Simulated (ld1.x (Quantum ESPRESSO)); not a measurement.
## Before and after: TM potential for Hg

```
Element                 : Hg
Generator               : ld1.x (Quantum ESPRESSO) 7.5
Type                    : norm-conserving Troullier–Martins (Kleinman–Bylander form)
Functional              : PBEsol
Relativity              : scalar-relativistic
Frozen core             : [Xe]
Valence charge          : 26
Reference configuration : 4f14 5d10 6s0.5 6p0 (charge +1.5)
Partial waves           : 6s (bound): rc 1.65 bohr; 6p (bound, empty): rc 2.55 bohr; 4f (bound): rc 0.75 bohr; 5d (bound): rc 2.00 bohr
Local potential         : the d channel
Core correction         : none
```

Change: core correction a·sin(br)/r model core inside 0.78 bohr.

Cutoffs: the cutoffs (Ry, on a coarse ladder) from which the occupation-weighted sum of valence levels, in a spherical-Bessel basis at the reference potential, stays within 10 and 1 mRy of its value at 400 Ry; they do not see the model core or the augmentation charge, which bear on the density cutoff. Errors are all-electron minus pseudo energies relative to the spin-unpolarised reference configuration.

**Question.** What does the change do?

**Answer.** Both files keep a bound ghost (s); of the 7 tests that both files solve, the error grows in 4 and shrinks in 3 by more than 15 % and 0.3 meV (median size 16.3 → 5.4 meV). A model core, the more so a compact one, raises the density cutoff, which this test does not measure.

| quantity | base | changed |
| --- | --- | --- |
| bound ghosts | s | s |
| error for 4f14 5d10 6s2 6p0, meV [ΔE -19.17 eV] | +16 | -4.8 |
| error for 4f14 5d10 6s1 6p0, meV [ΔE -8.43 eV] | +4.9 | +1.2 |
| error for 4f14 5d10 6s0 6p0, meV [ΔE 10.58 eV] | -0.1 | -5.4 |
| error for 4f14 5d9 6s2 6p0, meV [ΔE -3.63 eV] | -23 | -55 |
| error for 4f14 5d9 6s0 6p0, meV [ΔE 46.13 eV] | -25 | -70 |
| error for 4f14 5d9 6s2 6p1, meV [ΔE -8.75 eV] | -46 | -90 |
| error for 4f14 5d10 6s1.5 6p0, meV [ΔE -14.78 eV] | +11 | -0.5 |
| s: phases at 2.75 bohr within 0.05 rad from the reference energy up to (Ry; the scan ends near 5) | n/a | n/a |
| p: phases at 2.75 bohr within 0.05 rad from the reference energy up to (Ry; the scan ends near 5) | 3.8 | 3.8 |
| d: phases at 2.75 bohr within 0.05 rad from the reference energy up to (Ry; the scan ends near 5) | to the end of the scan | to the end of the scan |
| f: phases at 2.75 bohr within 0.05 rad from the reference energy up to (Ry; the scan ends near 5) | 0.3 | 0.3 |

Base: These tests converged, but a pseudo level misses the all-electron one widely, so the file describes the atom poorly there or has found another state: 4f14 5d9 6s0 6p0: empty 6p by 4.7 eV (a node warning on the way). Changed file: These tests converged, but a pseudo level misses the all-electron one widely, so the file describes the atom poorly there or has found another state: 4f14 5d9 6s0 6p0: empty 6p by 4.7 eV (a node warning on the way). A true bound ghost makes a file unfit for plane-wave use even where its test errors are small: the radial tests pick states by their node count and pass the ghost by.
